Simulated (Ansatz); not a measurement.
`O[SiH2]CBr` + arsine → `O[SiH2][AsH2]` + `CBr` at 600 K and 1 bar (ligand exchange at the Si–C bond).

Program: Ansatz. Geometries: PBE0-D4/def2-TZVP. ΔE: electronic, gas phase. CCSD(T)/CBS adds triple-zeta CCSD(T) − MP2 to the extrapolated MP2 energy (def2 sets, frozen cores). For As, Br outer-core shells are correlated without core-valence functions, which leaves a few kJ/mol of doubt a bond. Scalar relativity is left out up to krypton. One conformer a species, not always the lowest.

```tsv
species	CCSD(T)/CBS energy (Eh)	H − E (kJ/mol)	S (J/(mol·K))
`O[SiH2]CBr`	-2978.68339	210.1	421.6
`[AsH3]`	-2236.79077	81.6	254.3
`O[SiH2][AsH2]`	-2602.30953	174.7	402.6
`CBr`	-2613.17401	124.2	281.5
```

H − E and S are ideal-gas, rigid-rotor, harmonic terms from PBE0-D4/def2-TZVP, for one conformer and one mirror image of each species. 1 Eh = 2625.50 kJ/mol, R = 8.31446 J/(mol·K).

Task: By hand: ΔE, ΔH, ΔS and ΔG.

Result: ΔE = (-2602.30953) + (-2613.17401) − (-2978.68339) − (-2236.79077) = -0.00938 Eh = -24.6 kJ/mol. Δ(H − E) = 174.7 + 124.2 − 210.1 − 81.6 = 7.2, so ΔH = -17.4 kJ/mol. ΔS = 402.6 + 281.5 − 421.6 − 254.3 = 8.2 J/(mol·K). ΔG = -17.4 − 600 × (8.2)/1000 = -22.3 kJ/mol.

Task: By hand: the equilibrium constant, and the temperature at which ΔG would vanish if ΔH and ΔS stayed fixed.

Result: log₁₀ K = −ΔG/(RT ln 10) = 1.9. ΔH and −TΔS have one sign here, so there is no such temperature.

The number of gas molecules stays the same, so ΔS is small and ΔH decides. A doubt of 5 kJ/mol in ΔE shifts log₁₀ K by 0.4 here. Other conformers and mirror images would add mixing entropy, several J/(mol·K) or more a flexible species. These are equilibria of isolated gas molecules and say nothing of rates. Largest T1 diagnostic: 0.011 (customary marks: 0.02 for closed shells, 0.045 for open ones).

ΔS is within the doubt of such terms, so its sign, and with it that verdict, could turn.
